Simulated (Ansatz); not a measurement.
Cost and result up the ladder for the cluster Cu₃O₂ (the lowest doublet isomer of a short search) (5 atoms). Charge 0, multiplicity 2. Geometry: B3LYP-D4/def2-SVP.

```xyz
5

Cu   -0.403   -0.615   -1.178
Cu    0.432   -0.769    1.072
Cu   -0.029    1.384    0.106
O    -1.310   -0.064    0.481
O     1.310    0.064   -0.481
```

Ansatz on 4 threads of AMD EPYC 9R45 on a shared host. Times are rough, and most runs start from the orbitals of an earlier one. PBE0-D4/def2-TZVP serves as the yardstick here, not as an exact answer. Differences are given only for rows in sets of like size (and for xTB, whose basis is part of the method), since another set adds its own error. Binding counts from free atoms at the same level (Cu doublet, O triplet; other spins of the atoms weren't run), without zero-point energy or a counterpoise term.

B3LYP takes the VWN-RPA correlation. HSE06 is defined as in plane-wave codes, on full-range PBE exchange. Correlated methods freeze 29 core orbitals. The rows differ in basis, and correlated rows in double-zeta sets carry the largest basis error. In CCSD on the charge 0 doublet the largest single amplitude is 0.25, so its Hartree–Fock determinant may place the open shell otherwise than the density functionals do. No other spin state of charge 0 was run. Another isomer (doublet) lies 0.15 eV lower at PBE-D4/def2-TZVP; other spin states weren't run for this one.

Run but left out: MP2/def2-TZVP (⟨S²⟩ 0.91, where a pure state has 0.75).

Correlated methods converge slowly with the basis, most of all in double-zeta sets.

```csv
level,functions,wall time,binding energy per atom (eV),difference from PBE0-D4/def2-TZVP (eV),remarks
PBE-D4/def2-SVP,121,1.1 s,2.90,–,–
PBE0-D4/def2-SVP,121,1.6 s,2.40,–,–
PBE-D4/def2-TZVP (with forces),197,2 s,2.52,0.39,–
B3LYP-D4/def2-TZVP,197,3 s,2.13,-0.01,–
HSE06-D4/def2-TZVP,197,3.1 s,2.14,0.00,–
PBE0-D4/def2-TZVP,197,3.4 s,2.13,0.00,–
r2SCAN-D4/def2-TZVP,197,4 s,2.47,0.34,–
PBE-QIDH/def2-TZVP,197,6 s,2.07,-0.06,spin-contaminated (⟨S²⟩ 0.85)
CCSD(T)/def2-SVP,121,21 s,2.12,–,"large T1 (0.054), spin-contaminated (⟨S²⟩ 0.85)"
```
